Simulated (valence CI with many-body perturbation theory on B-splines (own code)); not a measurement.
E1 transitions of Tl74+

Computed by valence CI with perturbative core correlation (CI+MBPT): five valence electrons over a frozen Dirac-Fock core [He], a basis of 9 s, 9 p, 8 d, 6 f, 3 g, 1 h functions for each j, with the one-electron correlation potential Σ1 (screened to all orders), the two-electron term Σ2, the three-electron term Σ3, Breit, model QED; selected single and double excitations, second order for the rest (own B-spline code, finite nucleus).

No measured spectrum was set against this ion. As an estimate, large intervals hold to a few tenths of a per cent, small ones and those within an open d or f shell to about a per cent. Among the levels kept, up to 1200 cm⁻¹ of a level comes from second order outside the variational space, and about a tenth of that is noise between levels of different J, which matters for small intervals.

Lines 51 to 100 of 271 in falling wavelength, among levels below 1037.7 Ry, chosen from the strongest by gf and those to the six lowest levels. Wavelengths and rates use the calculated energies. Electric multipoles are in the length gauge, E1 and E2 with the static RPA response of the core. Weak lines are less certain than strong ones. Lines between different terms over intervals too small for the method are left out, as are lines whose strength nearly cancels. The highest levels of a list are the least certain.

Levels are named by their leading jj configuration (3d3/2^4 stands for four electrons in 3d with j = 3/2), which in mixed levels can hold well under half, so a name can repeat and another be missing. Letters in brackets count levels of one name in rising energy.

| λ vac (Å) | Upper | Lower | A (s⁻¹) | S (a.u.) |
| --- | --- | --- | --- | --- |
| 16.70 | (2s 2p1/2^2 2p3/2 3d3/2) J=3/2 [a] | (2s 2p1/2^2 2p3/2 3p1/2) J=5/2 | 5.12e+11 | 4.70e-03 |
| 16.69 | (2s 2p1/2^2 2p3/2 3d3/2) J=3/2 [a] | (2s 2p1/2^2 2p3/2 3p1/2) J=3/2 [a] | 1.90e+12 | 1.75e-02 |
| 16.69 | (2s^2 2p1/2 2p3/2 3d3/2) J=3/2 [a] | (2s^2 2p1/2 2p3/2 3p1/2) J=3/2 [a] | 9.30e+11 | 8.53e-03 |
| 16.68 | (2s^2 2p1/2^2 3d3/2) J=3/2 | (2s^2 2p1/2^2 3p1/2) J=1/2 | 2.37e+12 | 2.17e-02 |
| 16.67 | (2s^2 2p1/2 2p3/2 3p3/2) J=3/2 [a] | (2s^2 2p1/2 2p3/2 3s) J=5/2 | 3.48e+11 | 3.19e-03 |
| 16.67 | (2s^2 2p1/2 2p3/2 3d3/2) J=5/2 [a] | (2s^2 2p1/2 2p3/2 3p1/2) J=3/2 [a] | 1.89e+12 | 2.59e-02 |
| 16.66 | (2s 2p1/2^2 2p3/2 3p3/2) J=5/2 [b] | (2s 2p1/2^2 2p3/2 3s) J=3/2 [b] | 3.16e+12 | 4.32e-02 |
| 16.63 | (2s 2p1/2^2 2p3/2 3d3/2) J=7/2 | (2s 2p1/2^2 2p3/2 3p1/2) J=5/2 | 2.34e+12 | 4.24e-02 |
| 16.61 | (2s^2 2p1/2 2p3/2 3p3/2) J=1/2 [a] | (2s^2 2p1/2 2p3/2 3s) J=1/2 | 2.33e+12 | 1.05e-02 |
| 16.58 | (2s^2 2p1/2 2p3/2 3d3/2) J=7/2 | (2s^2 2p1/2 2p3/2 3p1/2) J=5/2 | 2.38e+12 | 4.29e-02 |
| 16.56 | (2s 2p1/2^2 2p3/2 3d3/2) J=1/2 [a] | (2s 2p1/2^2 2p3/2 3p1/2) J=3/2 [a] | 2.51e+12 | 1.12e-02 |
| 16.55 | (2s^2 2p1/2 2p3/2 3d3/2) J=3/2 [a] | (2s^2 2p1/2 2p3/2 3p1/2) J=1/2 | 1.34e+12 | 1.20e-02 |
| 16.54 | (2s^2 2p1/2 2p3/2 3p3/2) J=7/2 | (2s^2 2p1/2 2p3/2 3s) J=5/2 | 3.55e+12 | 6.35e-02 |
| 16.50 | (2s^2 2p1/2 2p3/2 3p3/2) J=3/2 [a] | (2s^2 2p1/2 2p3/2 3s) J=1/2 | 1.05e+12 | 9.29e-03 |
| 16.46 | (2s^2 2p1/2 2p3/2 3p3/2) J=5/2 [a] | (2s^2 2p1/2 2p3/2 3s) J=3/2 [a] | 3.60e+12 | 4.75e-02 |
| 16.44 | (2s 2p1/2^2 2p3/2 3d3/2) J=1/2 [b] | (2s 2p1/2^2 2p3/2 3p1/2) J=1/2 | 2.15e+12 | 9.41e-03 |
| 16.42 | (2s 2p1/2^2 2p3/2 3p3/2) J=5/2 [a] | (2s 2p1/2^2 2p3/2 3s) J=3/2 [a] | 1.47e+12 | 1.93e-02 |
| 16.38 | (2s^2 2p1/2 2p3/2 3d3/2) J=1/2 [a] | (2s^2 2p1/2 2p3/2 3p1/2) J=1/2 | 2.18e+12 | 9.48e-03 |
| 16.38 | (2s 2p1/2^2 2p3/2 3p3/2) J=7/2 | (2s 2p1/2^2 2p3/2 3s) J=5/2 | 3.43e+12 | 5.95e-02 |
| 16.31 | (2s 2p1/2^2 2p3/2 3p3/2) J=1/2 [a] | (2s 2p1/2^2 2p3/2 3s) J=3/2 [a] | 3.13e+12 | 1.34e-02 |
| 16.25 | (2s^2 2p1/2 2p3/2 3p3/2) J=3/2 [a] | (2s^2 2p1/2 2p3/2 3s) J=3/2 [a] | 5.53e+11 | 4.68e-03 |
| 16.22 | (2s^2 2p1/2 2p3/2 3d3/2) J=5/2 [b] | (2s^2 2p1/2 2p3/2 3p1/2) J=5/2 | 8.94e+11 | 1.13e-02 |
| 16.21 | (2s 2p1/2^2 2p3/2 3p3/2) J=3/2 [b] | (2s 2p1/2^2 2p3/2 3s) J=3/2 [b] | 1.66e+12 | 1.39e-02 |
| 16.20 | (2s^2 2p1/2^2 3p3/2) J=3/2 | (2s^2 2p1/2^2 3s) J=1/2 | 3.82e+12 | 3.21e-02 |
| 16.19 | (2s^2 2p1/2 2p3/2 3p3/2) J=3/2 [b] | (2s^2 2p1/2 2p3/2 3s) J=3/2 [b] | 1.31e+12 | 1.10e-02 |
| 16.15 | (2s 2p1/2^2 2p3/2 3p3/2) J=3/2 [a] | (2s 2p1/2^2 2p3/2 3s) J=5/2 | 7.70e+11 | 6.40e-03 |
| 16.09 | (2s^2 2p1/2 2p3/2 3d3/2) J=3/2 [b] | (2s^2 2p1/2 2p3/2 3p1/2) J=5/2 | 5.77e+11 | 4.75e-03 |
| 16.02 | (2s^2 2p1/2 2p3/2 3p3/2) J=3/2 [b] | (2s^2 2p1/2 2p3/2 3s) J=5/2 | 4.54e+11 | 3.69e-03 |
| 16.00 | (2s^2 2p1/2 2p3/2 3p3/2) J=5/2 [b] | (2s^2 2p1/2 2p3/2 3s) J=3/2 [b] | 1.96e+12 | 2.38e-02 |
| 15.99 | (2s 2p1/2^2 2p3/2 3p3/2) J=3/2 [b] | (2s 2p1/2^2 2p3/2 3s) J=1/2 | 2.18e+12 | 1.76e-02 |
| 15.95 | (2s^2 2p1/2 2p3/2 3d3/2) J=5/2 [b] | (2s^2 2p1/2 2p3/2 3p1/2) J=3/2 [a] | 2.04e+11 | 2.45e-03 |
| 15.88 | (2s 2p1/2^2 2p3/2 3p3/2) J=1/2 [b] | (2s 2p1/2^2 2p3/2 3s) J=1/2 | 3.12e+12 | 1.23e-02 |
| 15.86 | (2s^2 2p1/2 2p3/2 3p3/2) J=3/2 [b] | (2s^2 2p1/2 2p3/2 3s) J=1/2 | 1.16e+12 | 9.11e-03 |
| 15.84 | (2s^2 2p1/2 2p3/2 3p3/2) J=5/2 [b] | (2s^2 2p1/2 2p3/2 3s) J=5/2 | 2.06e+12 | 2.42e-02 |
| 15.83 | (2s^2 2p1/2 2p3/2 3d3/2) J=3/2 [b] | (2s^2 2p1/2 2p3/2 3p1/2) J=3/2 [a] | 3.76e+11 | 2.95e-03 |
| 15.73 | (2s 2p1/2^2 2p3/2 3p3/2) J=5/2 [a] | (2s 2p1/2^2 2p3/2 3s) J=5/2 | 2.15e+12 | 2.48e-02 |
| 15.63 | (2s^2 2p1/2 2p3/2 3p3/2) J=3/2 [b] | (2s^2 2p1/2 2p3/2 3s) J=3/2 [a] | 1.28e+12 | 9.67e-03 |
| 15.60 | (2s^2 2p1/2 2p3/2 3d3/2) J=1/2 [b] | (2s^2 2p1/2 2p3/2 3p1/2) J=3/2 [a] | 7.06e+11 | 2.65e-03 |
| 15.47 | (2s^2 2p1/2 2p3/2 3p3/2) J=1/2 [b] | (2s^2 2p1/2 2p3/2 3s) J=3/2 [b] | 3.59e+12 | 1.31e-02 |
| 15.17 | (2s^2 2p1/2 2p3/2 3p3/2) J=1/2 [b] | (2s^2 2p1/2 2p3/2 3s) J=1/2 | 1.06e+12 | 3.64e-03 |
| 14.92 | (2s 2p1/2^2 2p3/2 3p3/2) J=5/2 [b] | (2s 2p1/2^2 2p3/2 3s) J=3/2 [a] | 4.01e+11 | 3.95e-03 |
| 14.47 | (2s 2p1/2^2 2p3/2 3p3/2) J=1/2 [b] | (2s 2p1/2^2 2p3/2 3s) J=3/2 [a] | 7.92e+11 | 2.37e-03 |
| 7.322 | (2s^2 2p3/2^3) J=3/2 | (2s 2p1/2^2 2p3/2^2) J=1/2 | 2.30e+10 | 1.78e-05 |
| 6.834 | (2s^2 2p3/2^3) J=3/2 | (2s 2p1/2^2 2p3/2^2) J=5/2 | 2.92e+10 | 1.84e-05 |
| 5.011 | (2s 2p1/2 2p3/2^3) J=3/2 [a] | (2s^2 2p1/2 2p3/2^2) J=1/2 | 1.90e+11 | 4.71e-05 |
| 4.907 | (2s 2p1/2^2 2p3/2^2) J=5/2 | (2s^2 2p1/2^2 2p3/2) J=3/2 | 7.21e+12 | 2.52e-03 |
| 4.888 | (2s 2p1/2 2p3/2^3) J=3/2 [a] | (2s^2 2p1/2 2p3/2^2) J=5/2 | 7.50e+11 | 1.73e-04 |
| 4.845 | (2s 2p1/2 2p3/2^3) J=3/2 [a] | (2s^2 2p1/2 2p3/2^2) J=3/2 | 2.27e+13 | 5.09e-03 |
| 4.807 | (2s 2p1/2 2p3/2^3) J=5/2 | (2s^2 2p1/2 2p3/2^2) J=5/2 | 2.21e+13 | 7.28e-03 |
| 4.778 | (2s 2p1/2 2p3/2^3) J=1/2 | (2s^2 2p1/2 2p3/2^2) J=1/2 | 1.58e+13 | 1.70e-03 |
